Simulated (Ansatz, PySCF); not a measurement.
CH$_{2}$O$_{2}$, triplet, geometry from GFN2-xTB (a higher spin typed on purpose: for a closed-shell molecule this is an excited state). Base run: PySCF with REVPBE/6-311G**.

Input for PySCF:
```python
from pyscf import gto, scf, dft

mol = gto.M(
    atom='''
O     0.925012   -0.695889    0.132124
C    -0.340510   -0.197161    0.155210
O    -0.730364    0.993807   -0.111213
H     1.469380   -0.326263   -0.588324
H    -0.983495   -0.874114   -0.510223
''',
    basis='6-311g**',
    charge=0,
    spin=2,
    verbose=4,
)

mf = dft.UKS(mol)
mf.xc = 'revpbe'
mf.kernel()
```

The same geometry, method and basis name were run in Ansatz (a program for electronic structure) and PySCF, at each program's defaults and at the settings that a row names. The base is PySCF at its defaults. Differences at the defaults can come from grids, fitting, cores and function types together.

```csv
code and settings,ΔE vs base (mEh),basis functions,E (Eh),SCF cycles,dipole (D)
"PySCF, defaults (exact integrals, its default grid, spherical functions)",0.000,66,-189.60000,12,1.93
"Ansatz, defaults (factorised integrals, its default grid, spherical functions)",-0.002,66,-189.60000,-,-
"PySCF, density fitting with def2-universal-jkfit",-0.066,66,-189.60006,12,1.93
"PySCF, fine grid",0.000,66,-189.60000,12,1.93
"Ansatz, high accuracy",0.000,66,-189.60000,-,-
```

Open shells are given as the SCF converged; they aren't shown to be the lowest states, and a large step between rows can be another state.
